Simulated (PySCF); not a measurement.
The dipole of `FC(F)(F)CP=C=C([SiH3])C` from its density and from atomic charges.

Coordinates (GFN2-xTB, Å) and charges (e) from the PBE0/pcSseg-1 density (PySCF):

```
atom       x       y       z  Mulliken      IAO  Hirshfeld  ESP-fitted
  C1   2.287   1.251  -0.278   -0.1803  -0.4110    -0.1064     -0.4376
  C2   1.357   0.074  -0.278   -0.5409  -0.2486    -0.0788     +0.0279
 Si3   1.729  -1.298   0.998   +0.5764  +0.6255    +0.3214     +0.3605
  C4   0.313  -0.018  -1.038   -0.1866  -0.2475    -0.0782     -0.0485
  P5  -0.959  -0.333  -2.028   +0.3314  +0.3165    +0.0691     -0.1588
  C6  -2.344   0.445  -0.967   -0.4956  -0.4822    -0.1411     -0.0129
  C7  -2.473  -0.262   0.353   +0.7754  +0.8074    +0.2552     +0.4690
  F8  -1.496   0.048   1.220   -0.2682  -0.2851    -0.0846     -0.1795
  F9  -2.457  -1.599   0.229   -0.2682  -0.2858    -0.0962     -0.1617
 F10  -3.627   0.037   0.983   -0.2749  -0.2895    -0.1065     -0.2253
 H11   3.309   0.914  -0.445   +0.1343  +0.1561    +0.0512     +0.1424
 H12   2.251   1.746   0.692   +0.1372  +0.1577    +0.0524     +0.1424
 H13   2.019   1.968  -1.051   +0.1259  +0.1575    +0.0480     +0.1493
 H14   3.112  -1.718   0.747   -0.0852  -0.1181    -0.0734     -0.0890
 H15   1.619  -0.687   2.323   -0.0711  -0.1114    -0.0696     -0.0735
 H16   0.796  -2.402   0.812   -0.0645  -0.0973    -0.0667     -0.0741
 H17  -3.290   0.339  -1.501   +0.1746  +0.1767    +0.0520     +0.1035
 H18  -2.154   1.503  -0.782   +0.1803  +0.1792    +0.0520     +0.0660
```

Problem. Form Σ q r in debye for every column and set it beside the full dipole.

Solution. The full density gives (1.43, 1.60, -0.28) D, 2.16 D in size; dipole vectors point from the negative to the positive end.

```
    scheme    μx    μy     μz  size (D)  share of the full size (%)  angle to the full dipole (°)
  Mulliken  1.86  0.73  -1.87      2.74                         127                            43
       IAO  1.59  0.63  -2.31      2.88                         133                            51
 Hirshfeld  1.30  0.48  -0.56      1.49                          69                            30
ESP-fitted  1.47  1.64  -0.38      2.24                         103                             2
```

Problem. Which set comes closest?

Solution. Length of the difference vector: ESP-fitted 0.12 D, Hirshfeld 1.16 D, Mulliken 1.87 D, IAO 2.26 D. Closest: ESP-fitted. ESP charges are fitted to the potential around the molecule, whose slowest-falling term is the dipole's. The schemes that divide the density aren't constrained to reproduce the dipole.

Problem. What is left for the Hirshfeld atoms' own dipoles?

Solution. The Hirshfeld atoms' densities add up to the full density, so μ = Σ q r + Σ (atomic dipoles). The atomic dipoles sum to (1.43, 1.60, -0.28) − (1.30, 0.48, -0.56) = (0.13, 1.12, 0.28) D, 1.16 D in size.

Problem. With the origin at the mean of the coordinates, (0.000, 0.000, -0.001) Å, which are the largest single terms, by size, of the Mulliken dipole along the direction of the full one?

Solution. C7 -6.97, F9 +3.65, F10 +3.29, C6 +2.60, C2 -2.56 D; all 18 atoms together +2.01 D. The single terms depend on the origin, their sum doesn't.

Problem. Give the size of the full dipole in other units.

Solution. 2.16 D = 0.850 au = 0.450 e·Å = 7.21 × 10⁻³⁰ C·m.

One conformer (not necessarily the lowest) at the GFN2-xTB geometry, without solvent, vibrations or thermal averaging.

Conformer computed: `[CH3:1][C:2]([SiH3:3])=[C:4]=[P:5][CH2:6][C:7]([F:8])([F:9])[F:10]`: C4–P5–C6–C7 -63°, P5–C6–C7–F8 75°.
